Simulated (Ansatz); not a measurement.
`CC[P+](CC)(CC)[Au-][S]C` → Au• + 7 C• + 18 H• + P• + S•  (atomization)

Isolated molecules relaxed with PBE0-D4/def2-TZVP in Ansatz; ΔE leaves out vibrations. CCSD(T)/CBS is the MP2 limit (def2-TZVPP, def2-QZVPP) plus CCSD(T) − MP2 in def2-TZVPP, frozen cores. This one scheme is used for every species, atoms too. DFT in def2-TZVPP. No spin–orbit coupling; open shells (•) take unrestricted orbitals. Spin–orbit coupling would lower the free atoms: a little for C, S. def2 core potentials past Kr. For Au outer-core shells are correlated without core-valence functions, so the limit isn't a true one: a few kJ/mol of doubt a bond, and 10 to 20 or more in all where bonds break to atoms. One conformer a species, not always the lowest.

(1) What is ΔE at CCSD(T)/CBS? (Estimate.)

(2) What do these levels give: BLYP-D4, r2SCANh-D4, BHLYP-D4, revPBE, SCS-MP2/def2-TZVPP, CCSD/def2-TZVPP? (Estimate.)

Largest T1 diagnostic among the species: 0.013.

Answers

(1) Computed: +10545.6 kJ/mol.

(2) Computed: BLYP-D4 10464.1, r2SCANh-D4 10527.4, BHLYP-D4 10291.5, revPBE 10259.1, SCS-MP2/def2-TZVPP 10370.3, CCSD/def2-TZVPP 10143.2 kJ/mol.

From BLYP to BHLYP (50 % exact exchange), in def2-TZVPP and without D4, ΔE moves by −98.9 kJ/mol: exact exchange takes away binding that semilocal exchange gives to molecules. The D4 term adds +136.6 kJ/mol with B3LYP and +74.4 kJ/mol with PBE0; it sums over pairs of atoms, weighted by their polarisabilities, and B3LYP, whose exchange is more repulsive, gets the larger term. At CCSD(T), def2-SVP lies −537.7 kJ/mol from the extrapolated value and def2-TZVPP −252.2 kJ/mol: correlation converges slowly with the basis, and small sets miss more of it in the bonded molecule than in its fragments.

B3LYP here is the variant with VWN-RPA as its local correlation; programs differ in this.

For atomizations the MP2-based limit and the directly extrapolated one differ by several kJ/mol either way, and by 10 to 25 for some Ge, Se and Sn compounds, so smaller differences from it don't rank the levels.
